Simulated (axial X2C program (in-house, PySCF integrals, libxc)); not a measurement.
## InF⁻: bond constants with and without spin–orbit coupling

Computed with an in-house relativistic program for diatomic molecules. Spin-free means the one-electron spin-free X2C Hamiltonian; two-component (2c) means X2C with spin–orbit coupling and atomic mean-field two-electron Coulomb and Gaunt terms, so the difference of the two also holds small scalar two-electron terms. Basis: In dyall-acv3z [12s13p10d5f1g], F dyall-av3z [7s6p3d2f] (cores contracted in-house); Gaussian nuclei, density fitting, unrestricted open shells. Masses: In 114.904 u, F 18.998 u.

Input:
```json
{"zs": [49, 9], "q": -1, "bas": ["dyall-acv3z", "dyall-av3z"], "levels": ["PBE0", "HF", "PW91"], "cc": true, "r0": 2.06, "thr": -1.0, "nmax": 90, "npts": 10, "nst": 2, "ntry": 6}
```
```bash
python so2c.py task.json out
```

Keys: zs atomic numbers; q charge; bas basis sets; levels methods; cc coupled cluster on or off; r0 starting distance in Å; thr threshold in hartree for freezing inner shells (an s shell follows its p shell); nmax most natural virtual spinors; npts points on the curve; nst determinants followed; ntry starts of the search. HF also brings MP2.

State, spin-free: M_S = 1/2, Λ = 1 (beyond evenly filled blocks: π+α); electrons by block: σα: 13, σβ: 13, π+α: 7, π+β: 6, π-α: 6, π-β: 6, δ+α: 2, δ+β: 2, δ-α: 2, δ-β: 2. Fragments: In + F-.

State, 2c: Ω = 1/2 (⟨Sz⟩ = -0.50, ⟨Lz⟩ = 1.00 at PBE0); electrons by block: 1/2: 20, -1/2: 19, 3/2: 8, -3/2: 8, 5/2: 2, -5/2: 2. Fragments: In + F-.

| Hamiltonian | level | Re (Å) | ωe (cm⁻¹) | Be (cm⁻¹) | De (eV) | D0 (eV) | k (mdyn/Å) | μ (D) |
| --- | --- | --- | --- | --- | --- | --- | --- | --- |
| spin-free | PBE0 | 2.056 | 434.1 | 0.2447 | 2.41 | 2.38 | 1.81 | -0.98 |
| spin-free | HF | 2.032 | 454.3 | 0.2504 | 2.34 | 2.31 | 1.98 | -0.65 |
| spin-free | MP2 | 2.076 | 428.1 | 0.2398 | 2.36 | 2.33 | 1.76 | n/a |
| spin-free | CCSD | 2.069 | 433.8 | 0.2416 | 2.39 | 2.37 | 1.81 | n/a |
| spin-free | CCSD(T) | 2.075 | 430.0 | 0.2402 | 2.39 | 2.37 | 1.78 | n/a |
| spin-free | PW91 | 2.081 | 414.5 | 0.2387 | 2.39 | 2.37 | 1.65 | -1.09 |
| 2c | PBE0 | 2.060 | 429.2 | 0.2436 | n/a | n/a | 1.77 | -1.06 |
| 2c | HF | 2.038 | 448.0 | 0.249 | 2.19 | 2.16 | 1.93 | -0.75 |
| 2c | MP2 | 2.081 | 423.4 | 0.2388 | 2.24 | 2.22 | 1.72 | n/a |
| 2c | CCSD | 2.073 | 429.3 | 0.2406 | 2.28 | 2.26 | 1.77 | n/a |
| 2c | CCSD(T) | 2.079 | 425.7 | 0.2393 | 2.28 | 2.26 | 1.74 | n/a |
| 2c | PW91 | 2.086 | 409.7 | 0.2376 | n/a | n/a | 1.61 | -1.17 |

Correlated methods: 11 electrons correlated (number of frozen shells: In 4 s, 3 p, 2 d; F 1 s), 289 virtual spin orbitals or spinors in MP2, 90 natural virtuals in coupled cluster.

Dipoles are positive if F is the positive end and refer to the centre of mass.

One determinant describes the state; a PBE0 search over occupations chose it and may have missed a lower one. De is counted from the lowest determinant-based energies of the atoms at the same level, without counterpoise correction. De is not given where an atomic determinant may have missed its ground term or J level, or where the truncated virtual space spoils (T). Density functionals use the spin component along the axis (collinear). CCSD and (T) use frozen natural virtuals with an MP2 correction for the truncation; (T) itself is uncorrected, so its De runs slightly low. The highest occupied level is positive at some bond lengths even in Hartree–Fock (under at least one Hamiltonian), so the basis set holds the extra electron there; where that holds at Re the anion is at best weakly bound and its constants depend on the basis. Other states lie close and PBE0, whose exact exchange favours high spin, may order them wrongly; the determinant shown need not be the ground state. The nearest other spin-free determinant of the search, M_S = 1/2, Λ = 0, lies 0.49 eV up at the distance of the search. Without a current term, density functionals place determinants with orbital angular momentum somewhat too high. With the outer-core shells frozen, correlated bond lengths of heavy atoms tend to come out a few hundredths of an ångström too long. Hartree–Fock gets electron affinities wrong, so its lowest charge split need not be the true one.

Rough cost a point (2c) on 1 thread(s) of a shared host, integrals apart: PBE0 0.9 s, HF 0.8 s, CCSD(T) 4 s, PW91 0.5 s.

The whole task took 2.2 min on 1 thread of AMD EPYC 9R45 96-Core Processor (Zen 5), with other jobs on the host.
